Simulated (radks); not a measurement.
The numbers below are computed, except where a source is named.
Species: Er2+. Configuration: [Xe] 4f12. Code: a radial shooting solver on a logarithmic mesh with Libxc functionals. Model: non-relativistic Kohn-Sham, Tao-Mo meta-GGA, spin-polarised, spherical densities, point nucleus; open shells are filled with parallel spins first (spin-orbit coupling, left out, can overturn this in heavy ions); meta-GGA in the generalised Kohn-Sham scheme; relativity is left out, which matters for an element this heavy.

X-ray form factor f0, the Fourier transform of the density (f0(0) = 66):

sin(theta)/lambda (1/angstrom),f0 (electrons)
0.05,65.314
0.1,63.380
0.15,60.516
0.2,57.117
0.25,53.546
0.3,50.057
0.4,43.803
0.5,38.598
0.6,34.208
0.8,27.169
1,22.123
1.25,18.123
1.5,15.665
2,12.132
